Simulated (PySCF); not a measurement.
**Continuum solvent and chemical shifts**

Molfile (atoms numbered from 1):
```
C6H13OP
     RDKit          3D

 21 21  0  0  0  0  0  0  0  0999 V2000
   -1.4624   -1.5576    0.1581 C   0  0  0  0  0  0  0  0  0  0  0  0
   -0.9970   -0.1667    0.5798 C   0  0  0  0  0  0  0  0  0  0  0  0
   -2.1629    0.7429    0.9596 C   0  0  0  0  0  0  0  0  0  0  0  0
   -0.0855    0.5969   -0.8081 P   0  0  1  0  0  5  0  0  0  0  0  0
   -0.8866    0.8315   -2.0504 O   0  0  0  0  0  0  0  0  0  0  0  0
    1.2509    1.6319   -0.2083 C   0  0  0  0  0  0  0  0  0  0  0  0
    1.6746    0.2363   -0.7643 C   0  0  1  0  0  0  0  0  0  0  0  0
    2.3705   -0.7595    0.1260 C   0  0  0  0  0  0  0  0  0  0  0  0
   -2.0873   -1.4925   -0.7457 H   0  0  0  0  0  0  0  0  0  0  0  0
   -2.0599   -2.0228    0.9579 H   0  0  0  0  0  0  0  0  0  0  0  0
   -0.6148   -2.2228   -0.0649 H   0  0  0  0  0  0  0  0  0  0  0  0
   -0.2928   -0.2430    1.4251 H   0  0  0  0  0  0  0  0  0  0  0  0
   -2.8152    0.9087    0.0889 H   0  0  0  0  0  0  0  0  0  0  0  0
   -2.7632    0.2832    1.7599 H   0  0  0  0  0  0  0  0  0  0  0  0
   -1.8166    1.7262    1.3129 H   0  0  0  0  0  0  0  0  0  0  0  0
    1.3584    1.7777    0.8733 H   0  0  0  0  0  0  0  0  0  0  0  0
    1.5431    2.5068   -0.7982 H   0  0  0  0  0  0  0  0  0  0  0  0
    2.1045    0.3123   -1.7719 H   0  0  0  0  0  0  0  0  0  0  0  0
    2.3783   -1.7628   -0.3266 H   0  0  0  0  0  0  0  0  0  0  0  0
    1.8853   -0.8401    1.1110 H   0  0  0  0  0  0  0  0  0  0  0  0
    3.4169   -0.4611    0.3019 H   0  0  0  0  0  0  0  0  0  0  0  0
  1  2  1  0
  2  3  1  0
  4  2  1  1
  4  5  2  0
  4  6  1  0
  6  7  1  0
  7  8  1  0
  7  4  1  0
  1  9  1  0
  1 10  1  0
  1 11  1  0
  2 12  1  0
  3 13  1  0
  3 14  1  0
  3 15  1  0
  6 16  1  0
  6 17  1  0
  7 18  1  6
  8 19  1  0
  8 20  1  0
  8 21  1  0
M  END
```

GIAO PBE0/pcSseg-1 in PySCF 2.14.0 with density-fitted response routines on one PBE0-D3(BJ)/def2-SVP conformer, non-relativistic, equivalent nuclei averaged. Solvents enter as an IEF-PCM continuum (cyclohexane with ε = 2.0, tetrahydrofuran with ε = 7.4) around the gas-phase geometry. Shifts are referred to TMS computed in the same medium.

Gas phase, δ in ppm: C2 30.0, C7 19.2, C1 18.9, C6 18.2, C3 18.2, C8 16.3, H17 1.76, H18 1.69, H13/H14/H15 1.38, H9/H10/H11 1.35, H19/H20/H21 1.13, H12 0.88, H16 0.30. Dipole moment 4.14 D.

**Question.** How does each δ change in the continuum?

**Answer.** 
```csv
atoms,environment,"Δδ, cyclohexane","Δδ, tetrahydrofuran"
C2,sp3 CH bonded to P,+0.5,+1.0
C7,three-membered-ring carbon,+0.8,+1.8
C1,methyl carbon,+0.1,+0.3
C6,three-membered-ring carbon,+0.6,+1.3
C3,methyl carbon,+0.2,+0.4
C8,methyl carbon,0.0,0.0
H17,hydrogen on a three-membered-ring carbon,+0.08,+0.14
H18,hydrogen on a three-membered-ring carbon,+0.11,+0.20
H13/H14/H15,hydrogen on a methyl carbon,+0.01,0.00
H9/H10/H11,hydrogen on a methyl carbon,+0.01,+0.01
H19/H20/H21,hydrogen on a methyl carbon,+0.03,+0.07
H12,hydrogen on an sp3 CH bonded to P,+0.14,+0.35
H16,hydrogen on a three-membered-ring carbon,+0.13,+0.33
```

Changes are relative to the gas phase. The dipole moment becomes 4.69 D in cyclohexane, 5.39 D in tetrahydrofuran.

**Question.** Which of the listed nuclei move most (in ppm), and what does the model miss? (N and O are left out, as their reference compounds move with the solvent too.)

**Answer.** C7 (three-membered-ring carbon, +1.8 ppm) in tetrahydrofuran. A continuum only polarises the solute; specific hydrogen bonds, the anisotropy of aromatic solvents and changes of geometry or conformer are outside it.
